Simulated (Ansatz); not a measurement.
Reaction (silylene formation by 1,1-elimination): `CO[SiH2]Cl` → `CO[Si]Cl` + H₂

Computed with Ansatz on PBE0-D4/def2-TZVP structures; ΔE is electronic, products minus reactants. CBS: MP2 limit from def2 TZ/QZ plus the TZ coupled-cluster correction, frozen cores. This one scheme is used for every species. DFT in def2-TZVPP. HSE06 is defined as in plane-wave codes. One conformer a species, not always the lowest.

`CO[SiH2]Cl`:

Cartesian coordinates in Å:
```
C 0.102 1.081 0.855
O -0.374 -0.237 0.679
Si -0.094 -1.146 -0.640
Cl -0.918 -0.286 -2.317
H -0.096 1.376 1.886
H -0.413 1.774 0.183
H 1.180 1.146 0.671
H -0.747 -2.447 -0.406
H 1.359 -1.262 -0.912
```

`CO[Si]Cl`:

Z-matrix (Å, degrees):
```
C
O 1 1.413
H 1 1.092 2 111.2
H 1 1.091 2 108.8 3 120.8
H 1 1.091 2 108.8 3 -120.8
Si 2 1.624 1 136.9 3 -0.8
Cl 6 2.116 2 103.0 1 -0.0
```

H₂:

Cartesian coordinates in Å:
```
H 0.281 -0.224 -0.100
H -0.281 0.224 0.100
```

| level | ΔE (kcal/mol) | difference from CCSD(T)/CBS |
| --- | --- | --- |
| HSE06-D4 | 36.7 | 0.8 |
| ωB97M-V | 33.4 | -2.5 |
| B2PLYP | 34.3 | -1.6 |
| r2SCANh | 38.2 | 2.3 |
| RPA@PBE/def2-TZVPP | 32.9 | -3.0 |
| HF/def2-SVP | 41.2 | 5.3 |
| MP2/def2-TZVPP | 37.3 | 1.4 |
| SCS-MP2/def2-TZVPP | 37.1 | 1.2 |
| HF/CBS(def2) | 41.3 | 5.4 |
| CCSD/CBS(def2) | 37.2 | 1.3 |
| CCSD(T)/CBS | 35.9 | 0 |

(1) What do rigid-rotor, harmonic-oscillator terms from PBE0-D4/def2-TZVP frequencies (298.15 K, 1 bar) make of the CCSD(T)/CBS value? (Best estimate.)

Largest T1 diagnostic among the species: 0.014.

## Answers

(1) Ansatz gave: ΔZPE = -4.7 kcal/mol, ΔH = +33.0 kcal/mol, ΔS = 122 J/(mol·K), ΔG = +24.3 kcal/mol.

From r2SCAN to r2SCAN0 (25 % exact exchange), in def2-TZVPP and without D4, ΔE moves by +2.6 kcal/mol. At CCSD(T), def2-SVP lies −0.9 kcal/mol from the extrapolated value and def2-TZVPP −0.5 kcal/mol. Leaving LDA and LC-ωPBE aside and taking each functional with its dispersion term where it has one, the values, not all of them listed here, spread over 12.2 kcal/mol, from BLYP-D4 to r2SCAN0-D4. LDA lies +5.6 kcal/mol from PBE without D4.
